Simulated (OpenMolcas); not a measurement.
# Ar2+: effect of the basis set

```json
{"Program": "OpenMolcas 26.06", "Method": "SS-CASPT2, IPEA 0.25 Eh, imaginary shift 0.1 Eh (closed shells correlated: 2s 2p 3s)", "Active space": "4 electrons in 3 orbitals (3p)", "State averaging": "2S+1 = 3 even, 3 roots; 2S+1 = 1 even, 6 roots", "Spin-orbit coupling": "RASSI with atomic mean-field integrals over the reference wave functions, term energies averaged over their components"}
```

A. ANO-RCC-VDZP [4s3p1d], DKH2, point nucleus; CASPT2 step roughly 0.5 core-seconds
B. ANO-L-VTZP [5s4p2d1f], non-relativistic, point nucleus; CASPT2 step about 1 core-seconds
C. ANO-RCC-VTZP [5s4p2d1f], DKH2, point nucleus; CASPT2 step of the order of 0.6 core-seconds
D. ANO-R2 [5s4p3d1f], X2C, finite nucleus; CASPT2 step roughly 1.1 core-seconds
E. ANO-RCC-VQZP [6s5p3d2f1g], DKH2, point nucleus; CASPT2 step about 1.1 core-seconds
F. ANO-R3 [6s5p4d2f1g], X2C, finite nucleus; CASPT2 step roughly 1.5 core-seconds

Energies in eV above 3s2 3p4 3P2, the measured ground level; measured values from Saloman, J. Phys. Chem. Ref. Data 39, 033101 (2010).

```tsv
Level	A	B	C	D	E	F	Measured
3s2 3p4 3P2	0.0000	0.0000	0.0000	0.0000	0.0000	0.0000	0.0000
3s2 3p4 3P1	0.1338	0.1254	0.1281	0.1289	0.1296	0.1298	0.1379
3s2 3p4 3P0	0.1907	0.1790	0.1827	0.1837	0.1844	0.1848	0.1947
3s2 3p4 1D2	1.921	1.808	1.807	1.802	1.755	1.758	1.7370
3s2 3p4 1S0	4.405	4.378	4.373	4.369	4.286	4.289	4.1244
```

Deviations, from unrounded energies. A percentage is the sum of absolute deviations over the sum of measured energies, with the sign that they share, or ± where signs differ.

```tsv
Against measurement	Levels	A	B	C	D	E	F
mean absolute deviation (cm-1)	4	950	710	690	660	400	410
fine structure of the ground term (%)	2	-2.4	-8.5	-6.6	-6.0	-5.6	-5.4
other terms of the ground configuration (%)	2	+7.9	+5.5	+5.4	+5.3	+3.1	+3.2
```

E, F lie about equally close to measurement and A furthest from it. The largest miss of E in the table is 3s2 3p4 1S0, by +1300 cm-1. The ranking rests on the paired levels alone, and a cruder setting can come out closer through cancelling errors.

The two smallest mean deviations differ by little beside CASPT2's spread within terms, so their order carries little weight.

Among A to F the level of the table that moves most is 3s2 3p4 1D2, by 1300 cm-1 (lowest in E, highest in A). Moves below CASPT2's spread within the term are not significant.

CASPT2 breaks the degeneracy within a term, and the mean is taken; among the terms shown or strongly mixed into the levels shown the widest spread is 180 cm-1 (3s2 3p4 1D, F). With the s shell closed, the reference lacks s² → p² mixing. Measured partners are found by configuration, term and J. A level has none where our copy of the source lacks it or the pairing is in doubt (some pairs that miss far off the trend of their configuration count as doubtful), and it then counts in no deviation. Only configurations of the active space appear.
